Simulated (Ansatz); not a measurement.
One change: `[AlH2][CH]1C[SiH2]1` becomes `SC1C[SiH2]1`.

Ansatz, PBE0-D4/def2-TZVP geometries, multiplicity 1. Each molecule was computed in one conformer, which needn't be the lowest.

| property | `[AlH2][CH]1C[SiH2]1` |
| --- | --- |
| size of the dipole moment (B3LYP/def2-TZVPP) / D | 1.33 |
| HOMO–LUMO gap (B3LYP/def2-TZVPP) / eV | 5.37 |
| HOMO energy (PBE0/def2-TZVPP) / eV | -6.76 |
| HOMO energy (B3LYP/def2-TZVPP) / eV | -6.54 |
| size of the dipole moment (PBE/def2-TZVPP) / D | 1.39 |
| HOMO energy (PBE/def2-TZVPP) / eV | -5.76 |

Task: What does the change do to each property? (Estimate.)

Result: Ansatz gave: 
```csv
property,`SC1C[SiH2]1`,shift
size of the dipole moment (B3LYP/def2-TZVPP) / D,1.55,0.22
HOMO–LUMO gap (B3LYP/def2-TZVPP) / eV,5.78,0.41
HOMO energy (PBE0/def2-TZVPP) / eV,-6.41,0.35
HOMO energy (B3LYP/def2-TZVPP) / eV,-6.19,0.35
size of the dipole moment (PBE/def2-TZVPP) / D,1.39,0.00
HOMO energy (PBE/def2-TZVPP) / eV,-5.29,0.47
```

With PBE0 the HOMO rises by 0.35 eV and the LUMO rises by 0.79 eV, so the gap widens by about 0.44 eV. PBE moves the HOMO by 0.47 eV and ωB97M-V by 0.28 eV. The zero-point energy changes by -9.1 kJ/mol with -3 modes. Dipoles are sizes alone; their direction can turn.

B3LYP here is the variant with VWN-RPA as its local correlation; programs differ in this.
